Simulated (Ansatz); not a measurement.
Frontier orbitals of Cl2GeI2 (`[Cl][Ge]([Cl])([I])[I]`).

```xyz
5

Cl    1.084   -1.873   -0.009
Ge   -0.014   -0.045   -0.023
Cl   -1.796   -0.381   -1.145
I    -0.613    0.576    2.309
I     1.339    1.722   -1.132
```

Total charge 0; spin multiplicity 1. Correlated methods include outer-core shells of Ge, I, which these sets cover unevenly. Scalar relativity is left out up to krypton. I: def2 effective core potential. The structure was optimised at the PBE0-D4/def2-TZVP level. Basis def2-TZVPP, Ansatz.

Orbital energies of one run (eV). Highest occupied ones, from the top: -10.31, -10.50, -10.71, -10.91, -11.42, -12.04, -12.30, -12.43, -13.73, -13.92, -14.36, -17.92, -22.89, -23.43. Empty: -0.97, 1.51, 1.73, 1.83, 4.92, 5.33.

(1) Which functional gave them?
A. B3LYP
B. ωB97X-V
C. CAM-B3LYP
D. PBE0

## Answers

(1) B. HOMO energies: ωB97X-V -10.31, CAM-B3LYP -9.30, PBE0 -8.07, B3LYP -7.80 eV.

B3LYP here is the variant with VWN-RPA as its local correlation; programs differ in this.
